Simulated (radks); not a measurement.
Question: These are the eigenvalues of the occupied orbitals of an atom or ion with whole-number occupations (hartree). All-electron calculation, scalar-relativistic Kohn-Sham, PBE, spin-polarised, spherical densities, point nucleus. Program: a radial shooting solver on a logarithmic mesh with Libxc functionals.

1s up: -1066.249
1s down: -1066.248
2s up: -160.9597
2s down: -160.9594
2p up: -144.4905
2p down: -144.4897
3s up: -31.05645
3s down: -31.05555
3p up: -25.67498
3p down: -25.67395
3d up: -17.39211
3d down: -17.39120
4s up: -4.91676
4s down: -4.91466
4p up: -3.29143
4p down: -3.28913
4d up: -0.94645
4d down: -0.94033
5s up: -0.40318
5s down: -0.35933
5p up: -0.15276

Which element is it, and in what charge state? The configuration may be excited. Open shells, if any, are filled with parallel spins first.

Answer: Z = 50, tin, charge 0: Sn in [Kr] 4d10 5s2 5p2. The list shows which subshells hold electrons but not how many an open one holds; the 1s level, -1066.2 hartree, gives Z - s = 46.2 by -(Z - s)^2/2, which with screening and relativity narrows Z to a few neighbours, and the depths of the outer levels then fix element, charge and occupations together.
